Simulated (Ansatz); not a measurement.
ClH7N2SSi2, SMILES `N[SiH2]S[SiH](N)Cl`. Charge 0, multiplicity 1. Geometry: relaxed with PBE0-D4/def2-TZVP. It is one conformer, not always the lowest.

```xyz
13

N    -1.295    1.497   -0.337
Si   -1.304   -0.008   -1.139
S    -0.870   -1.773    0.050
Si    0.820   -1.046    1.077
N     1.741   -0.055    0.030
Cl    0.376    0.174    2.679
H    -2.012    1.692    0.344
H    -0.402    1.844   -0.020
H    -0.329    0.045   -2.252
H    -2.671   -0.286   -1.638
H     1.492   -2.222    1.673
H     1.993   -0.401   -0.883
H     2.460    0.539    0.414
```

Task: What is the dipole moment at B3LYP/def2-TZVPP? (Estimate.)

Result: The calculation gave: 2.19 D, with components (1.77, 1.06, -0.75) D in this frame, pointing from negative to positive charge.

Task: And with PBE, r2SCAN, ωB97M-V? (Best estimate.)

Result: Computed: PBE 2.21 D, r2SCAN 2.27 D, ωB97M-V 2.21 D.

Task: Give the Mulliken charges with B3LYP, r2SCAN, ωB97M-V in def2-TZVPP. (An estimate is asked.)

Result: Computed: 
| atom | B3LYP | r2SCAN | ωB97M-V |
| --- | --- | --- | --- |
| N1 | -0.37 | -0.42 | -0.35 |
| Si2 | 0.45 | 0.48 | 0.35 |
| S3 | -0.34 | -0.36 | -0.29 |
| Si4 | 0.58 | 0.63 | 0.47 |
| N5 | -0.40 | -0.46 | -0.38 |
| Cl6 | -0.27 | -0.28 | -0.23 |
| H7 | 0.14 | 0.16 | 0.13 |
| H8 | 0.14 | 0.15 | 0.13 |
| H9 | -0.08 | -0.09 | -0.03 |
| H10 | -0.07 | -0.07 | -0.02 |
| H11 | -0.08 | -0.09 | -0.03 |
| H12 | 0.15 | 0.17 | 0.14 |
| H13 | 0.14 | 0.16 | 0.13 |

B3LYP here is the variant with VWN-RPA as its local correlation; programs differ in this.
